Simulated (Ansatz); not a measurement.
Two isomers of CH4ClNOSi: A = `O/C(Cl)=N/[SiH3]`, B = `N=C(Cl)[SiH2]O`.

Gas-phase electronic energies from Ansatz, PBE0-D4/def2-TZVP geometries. CBS: MP2 limit from def2 TZ/QZ plus the TZ coupled-cluster correction, frozen cores. DFT in def2-TZVPP. B3LYP here is the variant with VWN-RPA as its local correlation; programs differ in this. One conformer a species, not always the lowest.

A:

Z-matrix (Å, degrees):
```
Si
N 1 1.734
H 1 1.481 2 107.3
H 1 1.486 2 110.7 3 -119.4
H 1 1.486 2 110.4 3 119.2
C 2 1.242 1 128.5 3 177.9
Cl 6 1.749 2 126.2 1 -0.0
O 6 1.331 2 125.3 1 179.9
H 8 0.968 6 105.9 2 0.0
```

B:

```xyz
9

N    -0.995   -0.187   -1.298
C    -0.085    0.473   -0.749
Cl    0.658    1.908   -1.464
Si    0.568   -0.054    0.951
O    -0.289   -1.386    1.355
H    -1.291    0.162   -2.210
H     0.351    1.061    1.902
H     2.017   -0.338    0.827
H    -0.934   -1.639    0.686
```

(1) Which is lower in electronic energy at CCSD(T)/CBS, and by how much? (Best estimate.)

(2) Give E(B) − E(A) in kcal/mol with B3LYP, CCSD(T)/def2-SVP, CCSD(T)/def2-TZVPP, r2SCAN-D4, B2PLYP, LDA (SPW92), CCSD/def2-TZVPP. (Best estimate.)

(3) Does the order hold for the free energy at 298.15 K (harmonic terms from PBE0-D4)? (An estimate is asked.)

Largest T1 diagnostic: 0.013.

Answers

(1) Ansatz gave: B, by 18.1 kcal/mol.

(2) Ansatz gave: B3LYP -15.7, CCSD(T)/def2-SVP -11.0, CCSD(T)/def2-TZVPP -17.1, r2SCAN-D4 -14.7, B2PLYP -16.2, LDA (SPW92) -11.7, CCSD/def2-TZVPP -17.3. None reverses the order clearly.

(3) The calculation gave: Yes: G(B) − G(A) = -17.0 kcal/mol, for one conformer each. Modes under 60 cm⁻¹, often nearly free rotors, make the harmonic entropy too high.

Leaving LDA and LC-ωPBE aside and taking each functional with its dispersion term where it has one, the values, not all of them listed here, spread over 2.1 kcal/mol, from B2PLYP to PBE-D4. LDA lies +2.4 kcal/mol from PBE without D4. At CCSD(T), def2-SVP lies +7.1 kcal/mol from the extrapolated value and def2-TZVPP +1.0 kcal/mol.
